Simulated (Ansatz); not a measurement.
Input for Ansatz (an electronic-structure program): R-wB97X-V/def2-TZVPP on H2S2Si (SMILES S[Si]S), a point of a torsion scan.

Ansatz 0.2 input:
```yaml
crystal:
  periodic: [false, false, false]
  atoms:
    - {symbol: S, position_ang: [1.70929219, -0.54890546, -0.10179611]}
    - {symbol: Si, position_ang: [-0.25903233, -1.07117116, -0.92149609]}
    - {symbol: S, position_ang: [0.07244928, -3.16863889, -1.36922732]}
    - {symbol: H, position_ang: [1.65547693, 0.71434110, -0.49496699]}
    - {symbol: H, position_ang: [1.32848986, -3.27054134, -0.95737309]}
basis:
  gaussian:
    orbitals: def2-TZVPP
hamiltonian:
  xc: {name: wB97X-V}
scf: {lower_state_search: off}
```

It printed:

```
WARN ansatz: RAYON_NUM_THREADS=1 ignored (pool sized by the plan → 1); use --threads N
Functional definition: wB97X-V
these checks for a lower state are left out or cut short: stability, starts, cluster_reference, orbital_swaps, neighbouring_geometries, increment
integrals: 0.11 GiB planned
991 factors; their error is unknown
integrals: 0.14 GiB planned
183 factors; integrals over basis functions are off by at most 1.3e-5 eV
mean field: 0.77 GiB planned
mean field evaluation 1: about -29576.8324 eV, gradient 1.7e1 eV
mean field evaluation 2: about -29577.4922 eV, gradient 1.3e1 eV
mean field evaluation 4: about -29577.8859 eV, gradient 6.6e-1 eV
mean field evaluation 8: about -29577.9041 eV, gradient 2.9e-2 eV
mean field evaluation 16: about -29577.9041 eV, gradient 2.0e-5 eV
mean field -29577.90406452 eV, -1086.9679257476 hartree, gradient 7.9e-6 eV, S^2 0.000000; 0 other end points of the search recorded, 0 dependent functions left out
reference -29577.90406293 eV, -1086.9679256894 hartree; 24, 24 occupied and 130, 130 virtual orbitals, 991 factors
Total energy: -29577.90406293 eV, -1086.9679256894 hartree
Checks for a lower state left out: stability, starts, cluster_reference, orbital_swaps, neighbouring_geometries, increment
```

The calculation finished and met its thresholds.

Cost: roughly 4 core-seconds.
